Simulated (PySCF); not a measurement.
A series of related molecules

Method used: TDDFT CAM-B3LYP/aug-cc-pVDZ excited states, vertical, gas phase in PySCF 2.14.0. Geometry: PBE0-D3(BJ)/def2-SVP.

Each molecule in one low-energy conformer.

The calculation is non-relativistic, which matters for the atoms heavier than Zn.

Task: How does the largest two-photon cross section among the few lowest singlets (linear parallel light, single beam, Lorentzian half width 0.1 eV, states within 0.08 eV summed) change along this series?
- COc1cccc(Cl)c1 (H on C replaced by Cl)
- COc1cccc(C=O)c1 (H on C replaced by CHO)
- COc1cccc(Br)c1 (H on C replaced by Br)
- COc1cccc(S)c1 (H on C replaced by SH)

Result: 
| molecule | S1 (eV) | f(S1) | largest σ (GM) | at photon λ (nm) |
| --- | --- | --- | --- | --- |
| COc1cccc(Cl)c1 | 5.07 | 0.039 | 1.1 | 386 |
| COc1cccc(C=O)c1 | 3.86 | 0.000 | 1.9 | 406 |
| COc1cccc(Br)c1 | 5.05 | 0.045 | 0.9 | 437 |
| COc1cccc(S)c1 | 4.91 | 0.047 | 2.3 | 436 |

The largest two-photon cross section among the few lowest singlets (linear parallel light, single beam, Lorentzian half width 0.1 eV, states within 0.08 eV summed) is lowest for COc1cccc(Br)c1 and highest for COc1cccc(S)c1.
